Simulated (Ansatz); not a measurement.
Start from `N[SiH2]N1C[SiH2]1` and change one atom or group to get `C1N[SiH2]1`.

Ansatz, PBE0-D4/def2-TZVP geometries, multiplicity 1. Each molecule was computed in one conformer, which needn't be the lowest.

| property | `N[SiH2]N1C[SiH2]1` |
| --- | --- |
| HOMO–LUMO gap (PBE/def2-TZVPP) / eV | 4.63 |
| LUMO energy (PBE0/def2-TZVPP) / eV | -0.13 |
| zero-point energy (PBE0-D4/def2-TZVP) / kJ/mol | 243.4 |
| size of the dipole moment (PBE/def2-TZVPP) / D | 1.39 |
| HOMO energy (B3LYP/def2-TZVPP) / eV | -6.65 |
| ideal-gas entropy at 298 K and 1 bar (rigid rotor, harmonic PBE0-D4/def2-TZVP) / J/(mol·K) | 372 |

Q: What does the change do to each property? (An estimate is asked.)

A: The calculation gave: 
```csv
property,`C1N[SiH2]1`,shift
HOMO–LUMO gap (PBE/def2-TZVPP) / eV,4.59,-0.04
LUMO energy (PBE0/def2-TZVPP) / eV,-0.11,0.02
zero-point energy (PBE0-D4/def2-TZVP) / kJ/mol,154.3,-89.1
size of the dipole moment (PBE/def2-TZVPP) / D,1.12,-0.27
HOMO energy (B3LYP/def2-TZVPP) / eV,-6.55,0.10
"ideal-gas entropy at 298 K and 1 bar (rigid rotor, harmonic PBE0-D4/def2-TZVP) / J/(mol·K)",268,-104
```

The zero-point energy changes by -89.1 kJ/mol with -15 modes. Dipoles are sizes alone; their direction can turn. Modes under 60 cm⁻¹, often nearly free rotors, make the harmonic entropy too high.

Positive LUMOs are unbound, so they and the gaps depend on the basis.

B3LYP here is the variant with VWN-RPA as its local correlation; programs differ in this.
